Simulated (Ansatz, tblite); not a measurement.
Forces on Si₁₉PH₃₀, a doped nanocrystal cut from the lattice of silicon (P on a surface site) at its PBE-D4/def2-SVP geometry. The state is a doublet with charge 0.

The xTB rows come from tblite. Single mean-field runs in def2-TZVP are fitted with def2-universal-jkfit. Another isomer (doublet) lies 0.07 eV lower at PBE0-D4/def2-TZVP; other spin states weren't run for this one.

GFN1-xTB (tblite), largest force 0.73 eV/Å:

```xyz
50
positions Å, forces eV/Å
P    -0.128    0.329    2.946   -0.166    0.061    0.618
Si    0.044    4.568    2.351   -0.107    0.088    0.284
Si    2.002    2.113    0.428    0.321    0.154   -0.009
Si   -1.245    3.659   -1.180   -0.327    0.435   -0.120
Si    0.660   -3.866    3.322   -0.099   -0.035    0.299
Si    2.280   -1.651    0.865    0.338   -0.102    0.021
Si   -0.677   -3.973   -0.306   -0.259   -0.494   -0.015
Si   -0.990   -0.151   -0.672   -0.459   -0.036   -0.005
Si    0.814    1.595   -3.708    0.014    0.154   -0.322
Si    1.105   -2.249   -3.264    0.043   -0.220   -0.279
Si   -0.936    2.606    3.222    0.101   -0.006    0.254
Si   -0.606   -1.918    3.741    0.094    0.077    0.243
Si    0.771    0.153    0.842    0.451    0.037    0.049
Si   -2.441    1.699   -0.652   -0.378    0.155    0.051
Si    0.662    4.028    0.151    0.331    0.468   -0.101
Si   -0.590    3.466   -3.433    0.044    0.213   -0.241
Si   -2.157   -2.141   -0.216   -0.352   -0.192    0.089
Si    1.236   -3.752    1.048    0.397   -0.426    0.002
Si   -0.013   -4.196   -2.553    0.079   -0.252   -0.188
Si   -0.236   -0.349   -2.896    0.029   -0.043   -0.392
H     1.112    0.501    3.647   -0.469   -0.062   -0.236
H     1.298    4.865    3.137   -0.607    0.066   -0.209
H    -0.850    5.788    2.392    0.547   -0.352    0.110
H     2.902    2.323    1.625   -0.145   -0.101   -0.609
H     2.886    1.852   -0.766   -0.096    0.145    0.679
H    -2.153    4.859   -1.033    0.271   -0.342   -0.033
H     1.929   -3.794    4.136   -0.588   -0.197   -0.180
H    -0.050   -5.160    3.649    0.489    0.443    0.021
H     3.178   -1.451    2.064   -0.147   -0.060   -0.613
H     3.139   -1.542   -0.371   -0.086   -0.001    0.696
H    -1.404   -5.229    0.118    0.220    0.361   -0.112
H     2.115    1.808   -2.980   -0.429   -0.131   -0.538
H     1.127    1.391   -5.171    0.125    0.097    0.604
H     2.409   -2.097   -2.525   -0.433   -0.058   -0.547
H     1.414   -2.335   -4.739    0.126    0.061    0.608
H    -1.001    2.671    4.729   -0.180   -0.101   -0.624
H    -2.347    2.480    2.713    0.552   -0.014    0.466
H    -0.689   -1.649    5.225   -0.181   -0.071   -0.628
H    -2.011   -2.114    3.238    0.535    0.198    0.443
H    -3.161    1.803    0.666    0.014   -0.106   -0.722
H    -3.472    1.477   -1.734    0.211    0.098    0.585
H     1.474    5.130   -0.492   -0.272   -0.310    0.149
H     0.116    4.722   -3.880   -0.463   -0.426    0.001
H    -1.810    3.271   -4.299    0.543    0.250    0.181
H    -2.879   -2.051    1.102    0.013   -0.058   -0.727
H    -3.187   -2.321   -1.305    0.211    0.068    0.590
H     2.210   -4.841    0.660   -0.317    0.293    0.079
H     0.878   -5.403   -2.717   -0.521    0.342   -0.089
H    -1.231   -4.383   -3.424    0.570   -0.121    0.224
H    -1.504   -0.538   -3.700    0.410    0.053    0.194
```

GFN2-xTB (tblite), largest force 0.70 eV/Å:

```
P -0.422 -0.001 0.249
Si 0.018 0.218 0.136
Si 0.373 0.299 0.007
Si -0.246 0.261 -0.232
Si 0.047 -0.176 0.182
Si 0.411 -0.231 0.068
Si -0.201 -0.339 -0.164
Si -0.645 -0.061 -0.101
Si -0.177 0.090 -0.281
Si -0.157 -0.177 -0.250
Si 0.106 0.346 0.383
Si 0.147 -0.232 0.447
Si 0.676 0.030 -0.152
Si -0.358 0.199 0.047
Si 0.196 0.380 0.078
Si 0.111 0.136 -0.254
Si -0.325 -0.233 0.095
Si 0.247 -0.320 0.158
Si 0.134 -0.171 -0.220
Si 0.397 -0.010 -0.347
H -0.542 -0.074 -0.295
H -0.570 0.054 -0.208
H 0.485 -0.486 0.110
H -0.187 -0.064 -0.549
H -0.304 -0.001 0.598
H 0.289 -0.337 -0.002
H -0.552 -0.181 -0.183
H 0.408 0.563 -0.009
H -0.184 -0.089 -0.545
H -0.311 0.092 0.586
H 0.238 0.366 -0.081
H -0.471 -0.131 -0.378
H 0.067 0.100 0.607
H -0.478 -0.029 -0.391
H 0.069 0.051 0.613
H -0.091 -0.107 -0.543
H 0.491 -0.092 0.261
H -0.095 -0.033 -0.551
H 0.467 0.217 0.227
H 0.148 -0.076 -0.632
H 0.294 0.067 0.557
H -0.246 -0.357 0.154
H -0.432 -0.441 0.059
H 0.539 0.201 0.238
H 0.148 -0.048 -0.634
H 0.289 0.104 0.554
H -0.298 0.343 0.073
H -0.493 0.374 -0.035
H 0.558 -0.061 0.269
H 0.429 0.065 0.283
```

PBE-D4/def2-TZVP (Ansatz), largest force 0.19 eV/Å:

```
P 0.104 0.015 0.044
Si 0.035 0.044 0.019
Si 0.080 0.007 0.027
Si -0.026 0.044 -0.020
Si 0.041 -0.033 0.029
Si 0.078 0.012 0.026
Si -0.020 -0.050 -0.010
Si -0.038 -0.009 -0.038
Si 0.042 0.007 -0.057
Si 0.043 -0.014 -0.055
Si -0.029 -0.062 0.072
Si -0.040 0.071 0.054
Si -0.009 0.005 0.067
Si -0.054 0.003 -0.016
Si 0.016 0.034 0.008
Si -0.012 0.032 -0.048
Si -0.053 -0.013 -0.015
Si 0.021 -0.029 0.015
Si -0.006 -0.043 -0.040
Si -0.034 -0.007 -0.040
H -0.164 -0.022 -0.086
H -0.125 -0.023 -0.069
H 0.088 -0.112 0.001
H -0.085 -0.019 -0.120
H -0.082 0.024 0.116
H 0.075 -0.097 -0.011
H -0.126 -0.011 -0.071
H 0.071 0.121 -0.025
H -0.084 -0.020 -0.119
H -0.080 -0.009 0.119
H 0.060 0.101 -0.033
H -0.132 -0.024 -0.071
H -0.019 0.020 0.140
H -0.133 -0.012 -0.073
H -0.019 0.009 0.141
H 0.002 -0.013 -0.139
H 0.140 0.006 0.051
H 0.003 -0.019 -0.137
H 0.139 0.026 0.049
H 0.060 -0.010 -0.126
H 0.089 0.021 0.109
H -0.068 -0.089 0.053
H -0.076 -0.114 0.036
H 0.119 0.024 0.076
H 0.061 -0.011 -0.125
H 0.088 0.017 0.110
H -0.081 0.088 0.032
H -0.093 0.106 0.011
H 0.120 0.012 0.078
H 0.116 0.016 0.064
```
